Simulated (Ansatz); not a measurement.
Cu₃Te₆, relaxed as a doublet with UKS PBE-D4/def2-SVP in Ansatz, starting from the GFN2-xTB geometry. Force threshold 0.03 eV/Å.

In the def2 sets Te takes a core potential; there is no spin–orbit coupling. Another isomer (doublet) lies 3.18 eV lower at PBE0-D4/def2-SVP; other spin states weren't run for this one.

Start:

```xyz
9

Cu   -0.050   -2.094    0.224
Cu    2.052   -3.051   -0.330
Cu    1.973   -0.779    0.367
Te    0.837    2.893   -1.070
Te   -1.289    0.837    2.562
Te   -2.734    0.540   -1.374
Te   -2.351   -0.963    0.872
Te   -0.269    0.846   -2.453
Te    1.832    1.771    1.201
```

Task: Estimate the energy that the relaxation releases and the steps that it takes.

Result: 27.0 kcal/mol, in 15 steps; 3.8 min on 4 threads of Arm Neoverse V2 on a shared host. The force fell under the threshold at step 14, but the optimiser went on. No frequencies were taken in this run, so the end may be a saddle point.

Task: Does the start keep its bonding?

Result: Bonds formed: Cu1–Te5, Cu1–Te8, Cu3–Te5, Te5–Te9 (atoms count from 1).

Task: Predict the relaxed structure.

Result: 
```xyz
9

Cu   -0.207   -1.304   -0.086
Cu    1.849   -2.392   -0.360
Cu    1.790   -0.526    1.003
Te    1.223    2.463   -1.206
Te   -0.546    0.310    1.983
Te   -3.111    0.437   -1.360
Te   -2.672   -1.326    0.760
Te   -0.407    0.395   -2.135
Te    2.081    1.943    1.401
```
Bond lengths (bridged metal pairs left out): 6 × Te–Te 2.79 to 3.15 Å; 5 × Cu–Te 2.52 to 2.67 Å; 2 × Cu–Cu 2.31 to 2.34 Å.
